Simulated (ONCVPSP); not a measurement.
# S (Z = 16): excitation energies, all-electron against ONCV

| Property | Result |
| --- | --- |
| Element | S |
| Generator | ONCVPSP 4.0.1 |
| Type | optimised norm-conserving Vanderbilt (ONCV) |
| Functional | PBE |
| Relativity | fully relativistic |
| Frozen core | [He] |
| Valence charge | 14 |
| Reference configuration | 2s2 2p6 3s2 3p4 |
| Partial waves | 2s+3s: rc 0.95 bohr, ncon 3, nbas 6, qcut 12.3 1/bohr, 2 projectors; 2p+3p: rc 0.70 bohr, ncon 4, nbas 7, qcut 22.6 1/bohr, 2 projectors |
| Local potential | polynomial inside 0.50 bohr (lpopt 2, dvloc0 4 Ha) |
| Core correction | Teter function, fcfact 2.5, rcfact 1.5 |

Open shells are filled in proportion to 2j + 1.

Energies are relative to the spin-unpolarised reference configuration 2s2 2p6 3s2 3p4; without spin polarisation the order of configurations can differ from experiment.

```json
{"valence configuration": "2s2 2p6 3s2 3p2", "charge": "+2", "ΔE all-electron (eV)": "34.053", "error AE − PS (meV)": "+5.8"}
{"valence configuration": "2s2 2p6 3s2 3p1", "charge": "+3", "ΔE all-electron (eV)": "68.095", "error AE − PS (meV)": "+14"}
{"valence configuration": "2s2 2p6 3s2 3p3.5", "charge": "+0.5", "ΔE all-electron (eV)": "4.660", "error AE − PS (meV)": "+0.7"}
```

(1) What are ΔE and the potential's error for 2s2 2p6 3s2 3p3?

Results:

(1) ΔE = 11.769 eV all-electron; the error (AE − PS) is +1.8 meV.
